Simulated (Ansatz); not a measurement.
triflic acid (CHF3O3S), singlet, at a GFN2-xTB geometry; CAM-B3LYP/STO-3G (Ansatz, a program for electronic structure).

Here is a job for Ansatz.
Ansatz 0.2 input:
```yaml
crystal:
  periodic: [false, false, false]
  atoms:
    - {symbol: O, position_ang: [1.41469782, -0.49779905, -1.06169565]}
    - {symbol: S, position_ang: [0.80886675, 0.30104012, 0.16311669]}
    - {symbol: O, position_ang: [1.27034678, -0.28302073, 1.37173556]}
    - {symbol: O, position_ang: [0.90598970, 1.68891681, -0.07270317]}
    - {symbol: C, position_ang: [-0.97345522, -0.20872619, -0.06496558]}
    - {symbol: F, position_ang: [-1.73274043, 0.25154402, 0.91428660]}
    - {symbol: F, position_ang: [-1.43423367, 0.23041401, -1.22337302]}
    - {symbol: F, position_ang: [-1.01685156, -1.53813106, -0.06070275]}
    - {symbol: H, position_ang: [1.82502020, -1.32350365, -0.79066498]}
basis:
  gaussian:
    orbitals: STO-3G
hamiltonian:
  xc: cam_b3lyp
```

It wrote (shortened):

```
Functional definition: CAM-B3LYP
640 factors; integrals over basis functions are off by at most 3.4e-5 eV
204 factors; integrals over basis functions are off by at most 5.5e-7 eV
mean field evaluation 1: about -25810.2454 eV, gradient 6.6e1 eV
mean field evaluation 2: about -25800.8574 eV, gradient 9.2e1 eV
mean field evaluation 4: about -25824.8024 eV, gradient 2.9e0 eV
mean field evaluation 8: about -25824.8739 eV, gradient 1.0e-1 eV
mean field -25824.87392437 eV, -949.0466119925 hartree, gradient 4.3e-5 eV, S^2 0.000000; 0 other end points of the search recorded, 0 dependent functions left out
reference -25824.87398756 eV, -949.0466143144 hartree; 37, 37 occupied and 8, 8 virtual orbitals, 640 factors
Total energy: -25824.87398756 eV, -949.0466143144 hartree
```
